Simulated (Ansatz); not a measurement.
Start from `[OH][Hf]([OH])([I])[I]` and change one atom or group to get `[OH][Hf]([OH])([OH])[I]`.

Ansatz, PBE0-D4/def2-TZVP geometries, multiplicity 1. Each molecule was computed in one conformer, which needn't be the lowest.

Elements past krypton have def2 core potentials.  Spin–orbit coupling is left out; it splits and shifts lone-pair levels of the heavy atoms by tenths of an eV.

```
                                                                                  property  `[OH][Hf]([OH])([I])[I]`
                                                     HOMO energy (ωB97M-V/def2-TZVPP) / eV                     -9.51
                                            zero-point energy (PBE0-D4/def2-TZVP) / kJ/mol                      68.3
                                                        LUMO energy (PBE0/def2-TZVPP) / eV                     -1.44
                                                       LUMO energy (B3LYP/def2-TZVPP) / eV                     -1.62
ideal-gas entropy at 298 K and 1 bar (rigid rotor, harmonic PBE0-D4/def2-TZVP) / J/(mol·K)                       437
                                                       HOMO energy (B3LYP/def2-TZVPP) / eV                     -7.20
```

Q: Give the same properties after the change, and the shifts. (An estimate is asked.)

A: The calculation gave: 
```
                                                                                  property  `[OH][Hf]([OH])([OH])[I]`  shift
                                                     HOMO energy (ωB97M-V/def2-TZVPP) / eV                      -9.36   0.15
                                            zero-point energy (PBE0-D4/def2-TZVP) / kJ/mol                       98.5   30.2
                                                        LUMO energy (PBE0/def2-TZVPP) / eV                      -0.24   1.20
                                                       LUMO energy (B3LYP/def2-TZVPP) / eV                      -0.55   1.07
ideal-gas entropy at 298 K and 1 bar (rigid rotor, harmonic PBE0-D4/def2-TZVP) / J/(mol·K)                        419    -18
                                                       HOMO energy (B3LYP/def2-TZVPP) / eV                      -7.00   0.20
```

With PBE0 the HOMO rises by 0.19 eV and the LUMO rises by 1.20 eV, so the gap widens by about 1.01 eV. PBE moves the HOMO by 0.24 eV and ωB97M-V by 0.15 eV. The zero-point energy changes by 30.2 kJ/mol with +3 modes. Modes under 60 cm⁻¹, often nearly free rotors, make the harmonic entropy too high.

Positive LUMOs are unbound, so they and the gaps depend on the basis.

B3LYP here is the variant with VWN-RPA as its local correlation; programs differ in this.
